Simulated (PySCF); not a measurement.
2,5-dimethylpyrrole, C₆H₉N.
Numbering: `[CH3:1][c:2]1[cH:3][cH:4][c:5]([CH3:6])[nH:7]1`

Geometry (PBE0-D3(BJ)/def2-SVP, Å), atoms numbered from 1 in this order:
```xyz
16
C6H9N angstrom
C     -2.5247   -0.6705   -0.5249
C     -1.2000   -0.0543   -0.2408
C     -0.8426    1.2544    0.0129
C      0.5662    1.2869    0.2172
C      1.0391   -0.0029    0.0842
C      2.4162   -0.5570    0.1914
N     -0.0462   -0.7959   -0.1921
H     -3.3044    0.1020   -0.5163
H     -2.5548   -1.1597   -1.5134
H     -2.8027   -1.4293    0.2263
H     -1.5297    2.0976    0.0461
H      1.1772    2.1597    0.4387
H      2.7481   -1.0359   -0.7456
H      2.5028   -1.3094    0.9937
H      3.1257    0.2491    0.4182
H     -0.0018   -1.7941   -0.3404
```

Definitions: NICS(0) = −σiso at the ring centroid; NICS(1) = −σiso and NICS(1)zz = −σzz at ±1 Å along the ring normal z. Level: GIAO B3LYP/pcSseg-1 (PySCF, non-relativistic, gas phase) on the PBE0-D3(BJ)/def2-SVP geometry, one conformer.

Ring bond lengths (Å): C2–C3 1.380, C3–C4 1.424, C4–C5 1.380, C5–N7 1.372, N7–C2 1.372.

Problem. What do the NICS probes read (ppm)?

Solution. 
```csv
ring,type,NICS(0),"NICS(1), two faces","NICS(1)zz, two faces",rms pucker (Å),"centre to ring atoms, mean (Å)"
C2–C3–C4–C5–N7,5-membered ring with N; formal bonds all aromatic,-12.7,-10.1 / -10.1,-25.9 / -25.9,0.00,1.18
```

Problem. What can be read from them?

Solution. 
- C2–C3–C4–C5–N7: mean NICS(1)zz -25.9 ppm, shielded. The ring is flat and has no four-coordinate atom; by the NICS criterion it is aromatic.

Problem. What does the geometric index give? HOMA = 1 − mean of α(R − Ropt)² over the ring bonds, with Krygowski's 1993 parameters (CC: Ropt 1.388 Å, α 257.7 Å⁻²; CN: Ropt 1.334 Å, α 93.52 Å⁻²).

Solution. 
- C2–C3–C4–C5–N7: HOMA 0.87; the largest term is that of C3–C4, α(R − Ropt)² = 0.33. The geometric and the magnetic index point the same way.

Problem. At the second NICS(1) probe listed for ring C2–C3–C4–C5–N7, 1 Å off the ring, how large is the induced field along the normal in 1 T applied along it?

Solution. NICSzz × B0 = -25.9 ppm × 1 T = -26 μT, against the applied field.

Problem. How do the values depend on the level or the medium?

Solution. 
```csv
level,"NICS(0), C2–C3–C4–C5–N7","mean NICS(1)zz, C2–C3–C4–C5–N7"
"B3LYP/pcSseg-1, gas",-12.7,-25.9
"PBE0/pcSseg-1, gas",-12.9,-26.5
"PBE0/pcSseg-1, IEF-PCM acetonitrile",-12.6,-26.9
"PBE0/pcSseg-1, IEF-PCM cyclohexane",-12.8,-26.6
```

The geometry is the same throughout; the continuum's cavity takes Bondi-type radii × 1.2.
